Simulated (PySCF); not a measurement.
HSe, charge -1, multiplicity 1. Atoms are numbered in the order given.

```xyz
2

Se     0.0000     0.0000    -0.0421
H      0.0000     0.0000     1.4313
```
Charge -1, spin multiplicity 1.

Geometry: PBE0-D3(BJ)/def2-TZVPD. The spin state was assumed, not searched.

Computed with PBE0-D3(BJ)/def2-TZVPD (PySCF 2.14.0).

Frequencies are harmonic and unscaled.

```json
[
 {"mode": "1", "ν (cm⁻¹)": "2394", "IR (km/mol)": "104.0", "Raman (Å⁴/amu)": "186.4", "depolarisation": "0.45", "moving atoms (share of kinetic energy)": "H 99 %"}
]
```
